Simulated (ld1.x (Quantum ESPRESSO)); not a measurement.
**What the settings do to the TM potential of carbon**

Base potential:

C (Z = 6), norm-conserving Troullier–Martins (Kleinman–Bylander form), made with ld1.x (Quantum ESPRESSO) 7.5 (PBE, scalar-relativistic). Core [He], reference 2s2 2p1 (charge +1). Waves: 2s (bound): rc 0.85 bohr; 3d channel at -0.2 Ry: rc 1.90 bohr; 2p (bound): rc 2.15 bohr. Local part: the p channel. Core correction: none.

Cutoffs, loose and tight: the cutoffs (Ry, on a coarse ladder) from which the occupation-weighted sum of valence levels, in a spherical-Bessel basis at the reference potential, stays within 10 and 1 mRy of its value at 400 Ry. They do not see the model core or the augmentation charge, which bear on the density cutoff. Test errors are all-electron minus pseudo excitation energies from the reference, over the configurations 2s2 2p2; 2s2 2p0; 2s1 2p0; 2s2 2p2.3; 2s2 2p1.5; 2s1 2p2; 2s1 2p3. A dash means not determined; rows that change the core or the reference have their own tests.

| change | outcome | cutoff, loose | cutoff, tight | bound ghosts | largest test error (meV) |
| --- | --- | --- | --- | --- | --- |
| base | generated | 80 Ry | 200 Ry | none | +433 |
| wave 3d channel at -0.2 Ry: rc 1.90 bohr becomes 3d channel at -0.2 Ry: rc 2.32 bohr | generated | 80 Ry | 200 Ry | none | +433 |
| all radii scaled by about 0.93 (s 0.80, p 2.00, d 1.76 bohr) | generated | 100 Ry | 230 Ry | none | +364 |
| functional LDA (PZ) | generated | 80 Ry | 200 Ry | none | +485 |
| local potential the s channel | generated | 80 Ry | 200 Ry | none | +457 |
| core correction a·sin(br)/r model core inside 0.72 bohr | generated | 80 Ry | 200 Ry | none | +419 |
| wave 2s (bound): rc 0.85 bohr becomes 2s (bound): rc 1.08 bohr | generated | 35 Ry | 90 Ry | none | +432 |
| reference 2s2 2p2 | generated | 80 Ry | 180 Ry | none | +728 |
| type PAW; waves now 2s (bound): rcut 0.75, rcutus 0.85 bohr; 2s channel at -1.5 Ry: rcut 0.75, rcutus 0.85 bohr; 2p (bound): rcut 1.85, rcutus 2.15 bohr; 2p channel at 2.9 Ry: rcut 1.85, rcutus 2.15 bohr; 3d channel at -0.2 Ry: rcut 1.65, rcutus 1.90 bohr; local potential all-electron potential smoothed inside 1.95 bohr (lloc = -1); core correction a·sin(br)/r model core, default radius (ld1.x builds one for every PAW set, though the input has nlcc=.false.); augmentation PSQ, inside the norm-conserving radii | generated | 45 Ry | 60 Ry | none | test run stopped at test 1 of 7 (negative rho) |
